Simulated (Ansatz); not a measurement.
`FC(F)(F)O[SiH2]` radical, relaxed with UKS PBE0-D4/def2-TZVP in Ansatz from a PBE-D4/def2-SVP geometry. The force threshold is 0.005 eV/Å; the program also tests the step.

Charge 0, multiplicity 2.

Start:

```xyz
8

F    -0.558   -1.626   -0.232
C     0.167   -0.702   -0.915
F     1.452   -1.128   -0.919
F    -0.271   -0.680   -2.181
O     0.052    0.527   -0.375
Si    0.146    0.930    1.299
H    -0.983    0.255    2.040
H    -0.005    2.424    1.283
```

| step | energy (eV) | largest force (eV/Å) | largest move (Å) |
| --- | --- | --- | --- |
| 1 | -19135.6411 | 0.702 | 0.000 |
| 2 | -19135.6862 | 0.408 | 0.029 |
| 3 | -19135.6973 | 0.104 | 0.018 |
| 4 | -19135.6978 | 0.043 | 0.006 |
| 5 | -19135.6981 | 0.025 | 0.006 |
| 6 | -19135.6982 | 0.025 | 0.005 |
| 7 | -19135.6983 | 0.008 | 0.004 |
| 8 | -19135.6983 | 0.001 | 0.001 |

End:

```xyz
8

F    -0.553   -1.616   -0.240
C     0.164   -0.693   -0.898
F     1.432   -1.118   -0.908
F    -0.265   -0.661   -2.153
O     0.051    0.515   -0.352
Si    0.141    0.923    1.276
H    -0.963    0.253    2.015
H    -0.007    2.398    1.260
```

Run time 16 s (2 threads of an AMD EPYC 7R13 on a shared host and a share of an NVIDIA H100 80 GB); peak host memory 0.88 GiB.
